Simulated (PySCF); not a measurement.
# Electron correlation in Al+ (aluminium, charge +1)

[Ne] 3s2, closed-shell 1S. Calculation: PySCF 2.14, in def2-TZVP (5s5p2d1f, 37 functions); the non-relativistic Hamiltonian (point nucleus). Frozen: [Ne]; 2 electrons correlated.

Total MP2 correlation energy: -27.27 mhartree.

Same-spin part 0.00 and opposite-spin part -27.27 mhartree; SCS-MP2 scales them by 1/3 and 6/5 to -32.72 mhartree.

With two correlated electrons CCSD is exact within the correlated space (frozen core and kept virtual orbitals).

| level | correlation energy (mhartree) |
| --- | --- |
| CCSD | -39.34 |

Diagnostics: T1 = 0.0086, D1 = 0.0121, largest double amplitude 0.112.

Cost of the coupled-cluster step: 0.09 s of wall time on 1 thread of Neoverse-V2 (shared host), for 2 correlated electrons.
